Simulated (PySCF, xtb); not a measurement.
GeH5Si, SMILES [SiH3][GeH2], multiplicity 2.

Harmonic wavenumbers (cm⁻¹) from xtb with GFN2-xTB at its own minimum, in rising order: 60, 307, 335, 359, 468, 501, 737, 773, 794, 897, 1577, 1689, 2232, 2245, 2253.

Task: What does PBE0-D3(BJ)/def2-TZVP run with PySCF 2.14.0 give at its own minimum? (Estimate from the structure and the level; the computed values follow.)

Result: 112, 343, 368, 393, 556, 600, 827, 887, 934, 937, 2110, 2134, 2203, 2227, 2236. Paired by order, the mean absolute difference is 118 cm⁻¹ and the zero-point energies are 21.8 and 24.1 kcal/mol.
